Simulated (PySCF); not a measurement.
Compound: C₄H₁₁OPS.
InChI=1S/C4H11OPS/c1-3-6(5)4-7-2/h6H,3-4H2,1-2H3

Torsions of this conformer, `[CH3:1][CH2:2][P@H:3](=[O:4])[CH2:5][S:6][CH3:7]`: C1–C2–P3–O4 -56°, C2–P3–C5–S6 60°, P3–C5–S6–C7 78°.

The closed-shell ground state was solved at several levels (PySCF, density fitting, gas phase, non-relativistic). Geometry: GFN2-xTB, one conformer, isolated molecule.

```csv
level,basis functions,total energy (Eh),HOMO (eV),LUMO (eV),gap (eV),dipole (D)
PBE0/def2-SVPD,242,-972.9080,-6.47,0.31,6.78,2.67
PBE0/pcSseg-1,188,-973.2269,-6.47,0.71,7.18,2.56
```

(1) Estimate the row for CAM-B3LYP/def2-SVPD, a basis of 242 functions; the other rows only guide the guess.

(2) Over all these levels, which gives the widest orbital gap and which the narrowest?

(3) How far do the dipole and the HOMO energy spread over the levels?

## Answers

(1) Total energy -973.3379 Eh, HOMO -7.81 eV, LUMO 1.14 eV, gap 8.95 eV, dipole 2.80 D.

(2) CAM-B3LYP/def2-SVPD (range-separated hybrid) has the widest, 8.95 eV, and PBE0/def2-SVPD (global hybrid, 25 % exact exchange) the narrowest, 6.78 eV. The two share the basis. From the narrowest to the widest the HOMO moves by -1.34 eV and the LUMO by +0.83 eV.

(3) The dipole runs from 2.56 to 2.80 D (mean 2.68 D) and the HOMO from -7.81 to -6.47 eV.
